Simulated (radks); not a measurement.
Neutral iodine inside a hard spherical wall (all orbitals vanish at R), configuration held at [Kr] 4d10 5s2 5p5 and not refilled when levels cross. Calculated with a radial shooting solver on a logarithmic mesh with Libxc functionals: scalar-relativistic Kohn-Sham, LDA (Slater exchange, Perdew-Wang correlation), spin-polarised, spherical densities, point nucleus; open shells are filled with parallel spins first (spin-orbit coupling, left out, can overturn this in heavy ions). Eigenvalues in eV for spin up, with the zero of energy where the potential of the charges vanishes at infinity; a dash marks a level that is unbound or too diffuse for the functional's potential to be trusted. A positive occupied level is held by the wall or, in an anion where self-interaction has pushed it up, behind a barrier. The pressure on the wall is -dE/dV.

R (bohr)  E (hartree)  kinetic (hartree)    e(4p)    e(4d)    e(5s)   e(5p)  e(6s, empty)  e(5d, empty)  pressure (GPa)
free      -7110.61681           7461.959  -127.36  -50.373  -17.897  -7.478        -0.536             -               0
20        -7110.61681           7461.959  -127.36  -50.373  -17.897  -7.478        -0.530         0.836        < 0.0001
7         -7110.61117           7462.009  -127.08  -50.105  -17.677  -7.262         2.088         3.174           0.390
5         -7110.51150           7462.637  -124.90  -47.956  -16.007  -5.428        10.722         7.612            14.7
4         -7110.13019           7464.544  -120.39  -43.578  -12.445  -1.138        26.629        15.208             112
3.5       -7109.52965           7467.158  -115.78  -39.143   -8.331   3.982        43.939        23.365             341
3         -7108.07950           7472.876  -108.14  -31.852   -0.213  14.091        75.743        38.408            1160
2         -7092.33420           7528.042  -67.532    8.051   66.991  93.451        282.27        139.25           24500
1.5       -7045.64819           7674.046    0.189   81.498   233.41  274.85        672.12        336.26          191000
